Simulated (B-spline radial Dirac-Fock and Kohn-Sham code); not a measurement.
## Dipole and non-dipole photoemission parameters of Pt³⁺ 3p3/2

System: platinum as Pt³⁺ in the configuration 1s2 2s2 2p6 3s2 3p6 3d10 4s2 4p6 4d10 4f14 5s2 5p6 5d7; threshold 2674.8 eV (orbital energy of the model). These are calculated numbers from a radial B-spline solver; the model is Dirac-Hartree-Slater photoionisation with a Latter tail; cross sections with all multipoles, angular parameters from the dipole term and its interference with E2.

Input file task.json (cfg lists n, l and occupation; rrms is the nuclear radius in fm):

```json
{"items": [{
  "Z": 78,
  "q": 3,
  "cfg": [[1, 0, 2], [2, 0, 2], [2, 1, 6], [3, 0, 2], [3, 1, 6], [3, 2, 10], [4, 0, 2], [4, 1, 6], [4, 2, 10], [4, 3, 14], [5, 0, 2], [5, 1, 6], [5, 2, 7]],
  "A": 195,
  "rrms": 5.427,
  "do": "xps",
  "hv": [50.7, 59.0, 60, 111.0, 131.0, 143.0, 150, 160.0, 174.0, 176.0, 200, 276.0, 400, 483.0, 511.0, 581.0, 600, 979.0, 1240.0, 1253.6, 1510.0, 1570.0, 2740.0, 2860.0, 4400.0, 5414.7, 8047.8, 10100.0, 12600.0, 13100.0]
}]}
```

Launch: `python xray2_run.py task.json out`

For linearly polarised light dσ/dΩ = σ/(4π) [1 + β P₂(cos θ) + (δ + γ cos²θ) sin θ cos φ], with θ from the polarisation vector and φ the angle between the beam and the projection of the electron momentum on the plane normal to the polarisation.

```csv
hν (eV),σ (kb),β,γ,δ
2740,113,0.402,-0.072,0.228
2860,105,0.754,0.263,0.176
4400,50.0,1.537,-0.001,0.012
5414.7,33.4,1.630,-0.059,0.012
8047.8,?,?,?,?
10100,8.44,1.693,0.505,0.029
12600,4.94,1.672,0.864,0.037
13100,4.48,1.667,0.934,0.038
```

Task: Give the values at Cu Kα (8047.8 eV).

Result: σ = 14.3 kb, β = 1.695, γ = 0.203, δ = 0.022.
